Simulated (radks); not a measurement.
The tellurium ion Te4+, 48 electrons, occupied as [Kr] 4d10 5s2 (the NIST ground configuration). Calculated with a radial shooting solver on a logarithmic mesh with Libxc functionals: scalar-relativistic Kohn-Sham, MS2 meta-GGA, spin-polarised, spherical densities, finite nucleus; meta-GGA in the generalised Kohn-Sham scheme; Fermi nuclear charge, rms radius 4.7423 fm.

Unscreened Slater integrals over Kohn-Sham orbitals (cm^-1). They are taken over the spin-up orbitals.

F0(5s,5s): 105040
F0(5s,4d): 126980
G2(5s,4d): 16746
F0(5s,4p): 129770
G1(5s,4p): 9448.3
F0(4d,4d): 206610
F2(4d,4d): 104760
F4(4d,4d): 69467
F0(4d,4p): 221740
F2(4d,4p): 112830
G1(4d,4p): 143430
G3(4d,4p): 88865
F0(4p,4p): 240770
F2(4p,4p): 126870
